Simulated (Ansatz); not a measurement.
Born–Oppenheimer molecular dynamics of CH$_{5}$BIN (9 atoms, charge 0, multiplicity 1). It starts at the highest image of a converged band, a first-order saddle point between two minima.

These are results of RKS PBE0/def2-SVP in Ansatz 0.2.0, not measurements.

```json
{"ensemble": "NVE (velocity Verlet)", "time step": "0.5 fs", "steps asked": "200", "starting velocities drawn for": "100 K", "seed": "5358"}
```

First frame:

```xyz
9
Properties=species:S:1:pos:R:3
N -0.695 1.060 -0.129
C 0.078 0.038 0.571
B 0.627 -0.991 -0.493
I -0.694 -2.328 -1.481
H -0.078 1.699 -0.625
H -1.226 1.627 0.529
H 0.901 0.429 1.206
H -0.604 -0.508 1.246
H 1.780 -1.073 -0.841
```

Problem. How far do the bonds stretch over the last three quarters of this one trajectory? (Pairs bonded in most of those frames.)

Solution. 
```tsv
bond	mean (Å)	spread (Å)	shortest	longest
N1–C2	1.457	0.009	1.44	1.48
N1–H5	1.018	0.016	0.99	1.04
N1–H6	1.019	0.019	0.99	1.05
C2–B3	1.579	0.006	1.57	1.59
C2–H7	1.112	0.015	1.09	1.13
C2–H8	1.107	0.015	1.08	1.13
B3–I4	2.125	0.013	2.10	2.15
B3–H9	1.209	0.028	1.17	1.25
```

Mean temperature of the second half: 60 K. The conserved energy stayed within 0.15 meV per atom of its start (net change 0.051 meV per atom), so the integration is sound. A run of 0.1 ps of so small a system gives no equilibrium averages. The orbitals stay closed-shell, which can raise the energy where a bond breaks towards radicals; this wasn't checked here.

Time of the run: 8.6 min on 2 threads of Arm Neoverse V1, on a shared host, peak memory 0.2 GiB.
